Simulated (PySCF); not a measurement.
diarsenic (As2), SMILES [As]#[As]. Atoms are numbered in the order given.

```xyz
2

As     0.0000     0.0000    -1.0591
As     0.0000     0.0000     1.0591
```
Charge 0, spin multiplicity 1.

Geometry optimised at PBE-D3(BJ)/def2-TZVP.

These are TDDFT-PBE/def2-TZVPD run with PySCF 2.14.0 values and carry that method's errors.

Vertical excitations; the highest root listed may be one member of a degenerate set.  State labels are in the subgroup D2h.

Computed lowest excited states:
```
state  symmetry  energy (eV)  λ (nm)      f                                              main pairs
-----  --------  -----------  ------  -----  ------------------------------------------------------
S1           Au         3.07     404  0.000                      HOMO−1→LUMO 50 %, HOMO→LUMO+1 50 %
S2          B1u         3.39     366  0.000               HOMO−1→LUMO+1, HOMO→LUMO (degenerate set)
S3           Au         3.39     366  0.000               HOMO→LUMO+1, HOMO−1→LUMO (degenerate set)
S4          B3g         3.73     333  0.000                          HOMO−2→LUMO+1 (degenerate set)
S5          B2g         3.73     333  0.000                            HOMO−2→LUMO (degenerate set)
S6          B1u         5.28     235  0.149  HOMO→LUMO 42 %, HOMO−1→LUMO+1 42 %, HOMO−2→LUMO+2 18 %
S7          B2g         6.56     189  0.000                            HOMO→LUMO+2 (degenerate set)
S8          B3g         6.56     189  0.000                          HOMO−1→LUMO+2 (degenerate set)
S9          B2u         6.94     179  0.191                          HOMO−1→LUMO+3 (degenerate set)
S10         B3u         6.94     179  0.191                            HOMO→LUMO+3 (degenerate set)
T1          B1u         2.16     575      0                      HOMO−1→LUMO+1 50 %, HOMO→LUMO 50 %
T2          B1u         2.51     494      0               HOMO→LUMO, HOMO−1→LUMO+1 (degenerate set)
T3           Au         2.51     494      0               HOMO−1→LUMO, HOMO→LUMO+1 (degenerate set)
T4          B2g         2.95     420      0                                       HOMO−2→LUMO 100 %
```
Triplets are in the Tamm–Dancoff approximation, which puts them higher than full response would, so one can lie above its singlet here.
